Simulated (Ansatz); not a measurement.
Steps of a relaxation of CH$_{9}$AlGeSi, SMILES `[AlH2][CH2][SiH2][GeH3]` with RKS PBE-D4/def2-SVP.

```sh
$ ansatz run in.yaml --threads 4 --pin off --events-out ev --progress --plain --max-ram 10444MiB
```

```yaml
crystal:
  periodic: [false, false, false]
  atoms:
    - {symbol: Al, position_ang: [-1.697200, 0.136600, 1.460300]}
    - {symbol: C, position_ang: [-0.490800, -1.219900, 0.790200]}
    - {symbol: Si, position_ang: [1.053600, -0.423200, 0.154400]}
    - {symbol: Ge, position_ang: [0.728600, 0.816600, -1.747900]}
    - {symbol: H, position_ang: [-2.423400, 1.114300, 0.333600]}
    - {symbol: H, position_ang: [-1.353000, 0.955800, 2.795900]}
    - {symbol: H, position_ang: [-0.936100, -1.787200, -0.027500]}
    - {symbol: H, position_ang: [-0.205300, -1.888200, 1.619700]}
    - {symbol: H, position_ang: [2.062600, -1.462200, -0.112200]}
    - {symbol: H, position_ang: [1.651200, 0.452100, 1.230700]}
    - {symbol: H, position_ang: [0.035100, -0.123900, -2.802800]}
    - {symbol: H, position_ang: [1.994700, 1.430600, -2.253900]}
    - {symbol: H, position_ang: [-0.399700, 1.963900, -1.425700]}
basis:
  gaussian: {orbitals: def2-SVP}
hamiltonian: {xc: pbe, dispersion: d4}
relax: {f_tol: 0.03, max_steps: 200}
```

Positions (Å) and forces (eV/Å) along the path, 7 of 7 steps:

```xyz
13
step=1 energy=-72144.9443 eV
Al   -1.697    0.137    1.460    0.250    1.630   -0.714
C    -0.491   -1.220    0.790   -0.625   -0.163    0.633
Si    1.054   -0.423    0.154    0.608    0.123    0.940
Ge    0.729    0.817   -1.748   -2.131    0.675   -0.334
H    -2.423    1.114    0.334   -0.160   -0.614    0.389
H    -1.353    0.956    2.796   -0.207   -0.364    0.301
H    -0.936   -1.787   -0.028   -0.264   -0.500   -0.421
H    -0.205   -1.888    1.620    0.129   -0.337    0.065
H     2.063   -1.462   -0.112    0.509   -0.470   -0.176
H     1.651    0.452    1.231   -0.003    0.064   -0.006
H     0.035   -0.124   -2.803    0.265    0.236    0.050
H     1.995    1.431   -2.254    0.737    0.405   -0.444
H    -0.400    1.964   -1.426    0.892   -0.684   -0.283
13
step=2 energy=-72145.3600 eV
Al   -1.597    0.291    1.400   -0.224    0.386    0.062
C    -0.502   -1.224    0.807   -0.205    0.070    0.278
Si    1.092   -0.454    0.196    0.294   -0.018    0.026
Ge    0.678    0.827   -1.753   -0.260   -0.013   -0.160
H    -2.543    1.065    0.318    0.141   -0.218    0.280
H    -1.390    0.900    2.895   -0.084   -0.164   -0.272
H    -0.956   -1.799   -0.019   -0.094   -0.089   -0.116
H    -0.230   -1.912    1.633   -0.072   -0.059    0.080
H     2.115   -1.503   -0.110    0.220   -0.092   -0.062
H     1.673    0.456    1.252    0.004    0.005    0.016
H     0.053   -0.093   -2.845    0.042    0.078    0.022
H     1.971    1.451   -2.298    0.195    0.120   -0.136
H    -0.343    1.964   -1.462    0.044   -0.007   -0.018
13
step=3 energy=-72145.4083 eV
Al   -1.632    0.299    1.440   -0.042    0.062    0.045
C    -0.514   -1.204    0.841    0.040    0.064   -0.059
Si    1.107   -0.478    0.179    0.106    0.074   -0.022
Ge    0.720    0.832   -1.796    0.007   -0.097   -0.005
H    -2.620    1.021    0.400    0.004   -0.047    0.053
H    -1.461    0.860    2.937   -0.031   -0.043   -0.067
H    -0.991   -1.788    0.027   -0.043   -0.020   -0.012
H    -0.261   -1.891    1.677   -0.010    0.004    0.028
H     2.159   -1.510   -0.139   -0.013   -0.044    0.013
H     1.694    0.441    1.226    0.027    0.000   -0.005
H     0.097   -0.064   -2.901   -0.010    0.007   -0.027
H     2.011    1.475   -2.370    0.015   -0.025    0.037
H    -0.289    1.973   -1.505   -0.050    0.065    0.022
13
step=4 energy=-72145.4160 eV
Al   -1.646    0.306    1.445    0.015   -0.043   -0.008
C    -0.505   -1.178    0.833    0.095    0.040   -0.020
Si    1.135   -0.478    0.176   -0.079    0.010   -0.024
Ge    0.715    0.821   -1.802    0.086   -0.024    0.008
H    -2.661    1.003    0.427   -0.045    0.004   -0.015
H    -1.494    0.843    2.943   -0.006    0.003    0.031
H    -0.991   -1.762    0.021    0.009    0.012    0.006
H    -0.266   -1.866    1.673   -0.015    0.000    0.015
H     2.174   -1.529   -0.137   -0.048   -0.005    0.006
H     1.737    0.438    1.217    0.010    0.001   -0.028
H     0.090   -0.058   -2.921    0.001   -0.003    0.009
H     2.021    1.454   -2.357   -0.026   -0.001   -0.001
H    -0.288    1.970   -1.504    0.002    0.007    0.020
13
step=5 energy=-72145.4206 eV
Al   -1.665    0.301    1.458    0.025   -0.052   -0.030
C    -0.500   -1.161    0.837    0.051    0.058   -0.013
Si    1.140   -0.475    0.165   -0.062   -0.032    0.012
Ge    0.734    0.819   -1.813    0.021    0.009    0.007
H    -2.706    0.981    0.454   -0.039    0.006   -0.024
H    -1.526    0.826    2.960    0.001    0.015    0.052
H    -0.991   -1.750    0.032    0.019    0.010    0.005
H    -0.264   -1.844    1.683    0.008    0.006   -0.006
H     2.155   -1.549   -0.147   -0.030    0.010    0.008
H     1.764    0.444    1.190    0.005   -0.015   -0.014
H     0.104   -0.055   -2.933   -0.002    0.007    0.006
H     2.039    1.453   -2.368   -0.017   -0.003    0.001
H    -0.266    1.972   -1.502    0.020   -0.018   -0.004
13
step=6 energy=-72145.4235 eV
Al   -1.694    0.296    1.473    0.026   -0.018   -0.029
C    -0.492   -1.132    0.843   -0.022    0.044    0.000
Si    1.147   -0.471    0.153    0.000   -0.046    0.047
Ge    0.755    0.818   -1.826   -0.010    0.030    0.006
H    -2.770    0.947    0.481    0.000   -0.014    0.002
H    -1.566    0.812    2.983   -0.002    0.006    0.011
H    -0.982   -1.730    0.044    0.006   -0.003    0.003
H    -0.251   -1.811    1.691    0.014    0.002   -0.010
H     2.130   -1.574   -0.159   -0.015    0.012   -0.006
H     1.807    0.432    1.169   -0.005   -0.002   -0.017
H     0.116   -0.046   -2.948   -0.001   -0.001    0.004
H     2.058    1.451   -2.383    0.003   -0.003   -0.002
H    -0.238    1.974   -1.508    0.007   -0.006   -0.008
13
step=7 energy=-72145.4239 eV
Al   -1.700    0.296    1.474    0.006   -0.009   -0.013
C    -0.490   -1.125    0.845   -0.008    0.021    0.019
Si    1.149   -0.474    0.154    0.003    0.005   -0.014
Ge    0.760    0.820   -1.823   -0.014    0.009    0.002
H    -2.787    0.931    0.483    0.006   -0.011    0.004
H    -1.576    0.814    2.985    0.001    0.005   -0.005
H    -0.979   -1.727    0.049    0.003   -0.001    0.000
H    -0.246   -1.802    1.694    0.002   -0.004    0.000
H     2.119   -1.584   -0.172   -0.003    0.009    0.011
H     1.821    0.432    1.158   -0.003   -0.024    0.007
H     0.118   -0.043   -2.943   -0.002    0.001   -0.006
H     2.064    1.450   -2.381    0.005   -0.002   -0.003
H    -0.231    1.979   -1.507    0.004    0.002   -0.002
```

Hardware: 4 threads of an Arm Neoverse V2 on a shared host. Wall time 12 s, peak host memory 0.19 GiB.
